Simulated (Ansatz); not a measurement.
System: GaCl3, net charge 0, singlet state. SMILES: [Cl][Ga]([Cl])[Cl]
Geometry: optimised at B3LYP-D3(BJ)/def2-TZVP (Ansatz, an electronic-structure program).

Parts of the frozen-core correlation energy in 6-31G* (Ansatz, hartree). Frozen orbitals: 29; correlated occupied orbitals by spin: 12 and 12; virtual: 51 and 51. Spin-orbit coupling is left out. Non-relativistic.

| term | value |
|---|---|
| reference (HF) | -3301.59206 |
| MP2 opposite-spin | -0.31973 |
| MP2 same-spin | [?] |
| CCSD correlation | [?] |
| (T) | [?] |
| T1 diagnostic | 0.011 |
| largest doubles amplitude | 0.022 |

Complete the blanks.


- MP2 same-spin, value: -0.11821
- CCSD correlation, value: -0.47564
- (T), value: -0.01229
